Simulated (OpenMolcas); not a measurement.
# Mn V: effect of the level shift or regulariser

```json
{"Program": "OpenMolcas 26.06", "Basis": "ANO-RCC-VQZP [7s6p4d3f2g1h]", "Scalar Hamiltonian": "DKH2, point nucleus", "Active space": "3 electrons in 10 orbitals (3d 4d)", "State averaging": "2S+1 = 4 even, 10 roots; 2S+1 = 2 even, 40 roots", "Spin-orbit coupling": "state interaction with AMFI integrals over the reference wave functions, term energies averaged over their components"}
```

Methods on the same reference wave functions:
A. CASSCF
B. MS-CASPT2, IPEA 0.25 Eh, imaginary shift 0.1 Eh (closed shells correlated: 3s 3p)
C. MS-CASPT2, IPEA 0.25 Eh, sigma2 regulariser 0.3 Eh (closed shells correlated: 3s 3p)

Energies in cm-1 above 3d3 4F 3/2, the measured ground level; measured values from Corliss and Sugar, J. Phys. Chem. Ref. Data 6, 1253 (1977).

```json
{"Level": "3d3 4F 3/2", "A": "0.0", "B": "0.0", "C": "0.0", "Measured": "0.0"}
{"Level": "3d3 4F 5/2", "A": "363", "B": "365", "C": "365", "Measured": "359"}
{"Level": "3d3 4F 7/2", "A": "857", "B": "861", "C": "861", "Measured": "835"}
{"Level": "3d3 4F 9/2", "A": "1471", "B": "1473", "C": "1473", "Measured": "1412"}
{"Level": "3d3 4P 1/2", "A": "20188", "B": "17140", "C": "17140", "Measured": "16434"}
{"Level": "3d3 4P 3/2", "A": "20344", "B": "17290", "C": "17290", "Measured": "16595"}
{"Level": "3d3 2G 7/2", "A": "20556", "B": "18080", "C": "18080", "Measured": "17892"}
{"Level": "3d3 4P 5/2", "A": "20785", "B": "17740", "C": "17740", "Measured": "17049"}
{"Level": "3d3 2G 9/2", "A": "21073", "B": "18610", "C": "18610", "Measured": "18399"}
{"Level": "3d3 2H 9/2", "A": "27169", "B": "25460", "C": "25460", "Measured": "24975"}
{"Level": "3d3 2P 1/2", "A": "27202", "B": "23460", "C": "23460", "Measured": "23082"}
{"Level": "3d3 2P 3/2 [70 %]", "A": "27312", "B": "23410", "C": "23410", "Measured": "22919"}
{"Level": "3d3 2H 11/2", "A": "27568", "B": "25870", "C": "25870", "Measured": "25334"}
{"Level": "3d3 2D 3/2(1) [72 %]", "A": "29612", "B": "25250", "C": "25250", "Measured": "24670"}
{"Level": "3d3 2D 5/2(1)", "A": "29891", "B": "25360", "C": "25360", "Measured": "24630"}
{"Level": "3d3 2F 7/2", "A": "46802", "B": "41410", "C": "41410", "Measured": "40423"}
{"Level": "3d3 2F 5/2", "A": "47021", "B": "41630", "C": "41630", "Measured": "40707"}
{"Level": "3d3 2D 5/2(2)", "A": "72495", "B": "64950", "C": "64950", "Measured": "62608"}
{"Level": "3d3 2D 3/2(2)", "A": "72730", "B": "65170", "C": "65170", "Measured": "62854"}
```

Deviations, from unrounded energies. A percentage is the sum of absolute deviations over the sum of measured energies, with the sign that they share, or ± where signs differ.

| Against measurement | Levels | A | B | C |
| --- | --- | --- | --- | --- |
| mean absolute deviation (cm-1) | 18 | 4000 | 690 | 690 |
| fine structure of the ground term (%) | 3 | +3.3 | +3.6 | +3.6 |
| other terms of the ground configuration (%) | 15 | +16.5 | +2.8 | +2.8 |

B, C lie about equally close to measurement and A furthest from it. The largest miss of C in the table is 3d3 2D 5/2(2), by +2300 cm-1. The ranking rests on the paired levels alone, and a cruder setting can come out closer through cancelling errors.

Between B and C no level of the table moves by more than 5 cm-1.

The two smallest mean deviations differ by little beside CASPT2's spread within terms, so their order carries little weight.

From A to B the spin-free energies of the other terms of 3d3 shown, above 4F, scale by factors of 0.84 to 0.94, as is usual when dynamic correlation screens the repulsion within a d or f shell.

The lowest spin-free term lies below A's lowest term by 0.362 hartree in B, 0.362 hartree in C.

Term energies are means over components that CASPT2 splits; among the terms shown or strongly mixed into the levels shown the widest spread is 1100 cm-1 (3d3 4F, C). Active for correlation alone: 4d; no level in the range computed is led by a configuration that fills it, so any true level of that kind is missing. Without dynamic correlation excited terms often stand tens of per cent too high (terms of higher spin than the ground term too low), and those without a measured partner can miss by more than the paired ones (holds for A). Some levels mix across a computed gap that differs much from the measured one, so their mixing is not that of the real levels (holds for A). The CASPT2 spread within a term exceeds the gap to the next term for 3d3 2D(1) and 3d3 2H, so the order of their levels is uncertain (holds for B; C). Computed and measured levels are paired by configuration, term and J; levels that our copy of the source lacks, or whose pairing is in doubt (as where it misses far off the trend of its configuration), stay unpaired and out of the deviations. Levels of configurations outside the active space are missing.

A share in square brackets marks a mixed level and gives the weight of the term that names it, the lowest over the columns. A number in round brackets counts repeated terms of one configuration in the order of the reference energies.
